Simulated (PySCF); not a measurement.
The dipole of `C=C1O[SiH2]OC1=O` from its density and from atomic charges.

Coordinates (GFN2-xTB, Å) and charges (e) from the PBE0/pcSseg-1 density (PySCF):

```
atom       x       y       z  Mulliken      IAO  Hirshfeld  ESP-fitted
  C1  -1.935  -0.370   0.373   -0.0782  -0.3283    -0.1002     -0.5624
  C2  -0.650  -0.150   0.133   -0.0303  +0.1234    +0.0525     +0.1891
  O3   0.347  -1.041   0.369   -0.5716  -0.6015    -0.2134     -0.4333
 Si4   1.820  -0.429  -0.046   +0.9756  +1.2439    +0.5127     +0.8661
  O5   1.225   1.031  -0.555   -0.5474  -0.5940    -0.2055     -0.4996
  C6  -0.110   1.121  -0.435   +0.5410  +0.4961    +0.1957     +0.6785
  O7  -0.739   2.088  -0.747   -0.3598  -0.4223    -0.2476     -0.4964
  H8  -2.649   0.402   0.152   +0.1449  +0.1833    +0.0588     +0.2179
  H9  -2.285  -1.300   0.784   +0.1329  +0.1725    +0.0598     +0.2535
 H10   2.626  -0.213   1.139   -0.1036  -0.1366    -0.0565     -0.1068
 H11   2.354  -1.136  -1.192   -0.1036  -0.1365    -0.0564     -0.1067
```

Problem. Compute μ = Σ q r for each scheme (1 e·Å = 4.803 D) and compare with the dipole of the full density.

Solution. The full density gives (1.80, -2.98, 0.97) D, 3.62 D in size; dipole vectors point from the negative to the positive end.

```
    scheme    μx     μy    μz  size (D)  share of the full size (%)  angle to the full dipole (°)
  Mulliken  0.39  -2.28  0.86      2.46                          68                            21
       IAO  2.79  -3.40  1.03      4.52                         125                             8
 Hirshfeld  1.71  -2.19  0.67      2.86                          79                             7
ESP-fitted  1.84  -3.02  0.99      3.68                         102                             0
```

Problem. Which set comes closest?

Solution. Length of the difference vector: ESP-fitted 0.06 D, Hirshfeld 0.85 D, IAO 1.07 D, Mulliken 1.58 D. Closest: ESP-fitted. 

Problem. What is left for the Hirshfeld atoms' own dipoles?

Solution. The Hirshfeld atoms' densities add up to the full density, so μ = Σ q r + Σ (atomic dipoles). The atomic dipoles sum to (1.80, -2.98, 0.97) − (1.71, -2.19, 0.67) = (0.09, -0.79, 0.30) D, 0.85 D in size.

Problem. With the origin at the mean of the coordinates, (0.000, 0.000, -0.002) Å, which are the largest single terms, by size, of the ESP-fitted dipole along the direction of the full one?

Solution. O7 +5.46, Si4 +5.20, C6 -3.57, O3 -2.35, H8 -1.69 D; all 11 atoms together +3.68 D. The single terms depend on the origin, their sum doesn't.

Problem. Give the size of the full dipole in other units.

Solution. 3.62 D = 1.423 au = 0.753 e·Å = 12.06 × 10⁻³⁰ C·m.

Isolated species at its GFN2-xTB geometry, gas phase.
